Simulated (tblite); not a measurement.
Problem. What does the GFN2-xTB structure of `N#Cc1c(C)c[nH]n1` look like in three dimensions?

Solution. 
```
atom  x, y, z in Å
C1    -1.410   -1.015    0.109
C2    -0.099   -0.318    0.065
C3     1.161   -0.821    0.292
N4     2.032    0.201    0.131
N5     1.434    1.334   -0.183
C6     0.135    1.052   -0.232
C7    -0.846    2.009   -0.540
N8    -1.687    2.749   -0.787
H9    -1.907   -0.948   -0.859
H10   -1.273   -2.062    0.365
H11   -2.063   -0.550    0.847
H12    1.483   -1.810    0.548
H13    3.035    0.179    0.226
```

Orientation and origin are arbitrary. Atoms count from 1 in this order. The 8 heavy atoms lie in one plane (0.001 Å rms). The C–N distances run from 1.146 Å (C7≡N8, drawn triple) to 1.353 Å (C3–N4, aromatic), a spread of 0.207 Å. The 4 C–C bonds span 1.375 Å (C2–C3, aromatic) to 1.486 Å (C1–C2, drawn single), a spread of 0.111 Å. The 5-membered ring C2–C3–N4–N5–C6 has internal angles of 103.7° to 112.7°; it is planar, 0.00 Å rms from its mean plane, widest ring torsion 0°.

Bonds between heavy atoms (Å): C1–C2 1.486, C2–C3 1.375, C3–N4 1.353, N4–N5 1.319, N5–C6 1.329, C6–C7 1.405, C7≡N8 1.146, C2–C6 1.422.

The geometry is computed with GFN2-xTB (gas phase).

Point group: Cs (every atom within 0.08 Å of its image). Its GFN2-xTB frequencies are all real (lowest 48 cm⁻¹). 2 starts were optimised and ended at 0.00 and 0.10 kcal/mol (GFN2-xTB); the lowest of these is shown.
